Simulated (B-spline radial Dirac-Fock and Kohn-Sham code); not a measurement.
The computed values come from a radial finite-basis atomic code: relativistic Hartree-Fock (Dirac-Fock) wave functions, averaged over the configuration.

Question: This computed X-ray form factor belongs to an atom or ion in its tabulated ground configuration. Which?

```
sin θ/λ (Å⁻¹)      f₀
          0.1  25.952
         0.15  25.892
         0.35  25.420
          0.5  24.835
          0.7  23.784
          0.9  22.477
          1.1  20.983
            3   8.303
            6   3.993
```

Answer: Re⁴⁹⁺, with 26 electrons in [Ar] 3d8. f₀ tends to the number of electrons as s goes to zero, which the first rows give only roughly, and the rate of fall reflects the nuclear charge, 75.

Question: This computed X-ray form factor belongs to an atom or ion in its tabulated ground configuration. Which?

```
sin θ/λ (Å⁻¹)      f₀
          0.1  21.907
          0.2  21.633
         0.45  20.229
          0.6  18.996
          1.6   9.776
          1.8   8.561
            2   7.613
          2.5   6.101
            4   3.886
```

Answer: Te³⁰⁺, with 22 electrons in [Ar] 3d4. f₀ tends to the number of electrons as s goes to zero, which the first rows give only roughly, and the rate of fall reflects the nuclear charge, 52.
